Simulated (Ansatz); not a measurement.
The cluster Bi₃. The state is a quartet with charge 0. Geometry PBE0-D4/def2-SVP; atoms count from 1.

```xyz
3

Bi   -1.300    0.662    0.971
Bi    0.318    0.648   -1.597
Bi    0.982   -1.310    0.626
```

In the def2 sets Bi takes a core potential; there is no spin–orbit coupling. At PBE0-D4/def2-TZVP a doublet of charge 0 lies 1.08 eV below the quartet, each at its own geometry. The structure comes from a short search, and lower isomers may exist.

(1) Estimate the Mulliken populations from the PBE0/def2-TZVP orbitals of Ansatz.

(2) Where does the spin sit?

(3) And the Mayer bond orders between bonded heavy atoms (over 0.3)?

## Answers

(1) 
```tsv
atom	charge (e)	spin (α − β)
Bi1	0.00	1.00
Bi2	0.00	1.00
Bi3	0.00	1.00
```
Mulliken values and Mayer orders depend strongly on the basis.

(2) Summed by element: Bi 3.00, of 3 unpaired in all. Largest on single atoms: Bi3 1.00, Bi1 1.00, Bi2 1.00.

(3) Bi1–Bi2 1.01 (3.04 Å); Bi1–Bi3 1.01 (3.04 Å); Bi2–Bi3 1.01 (3.04 Å).
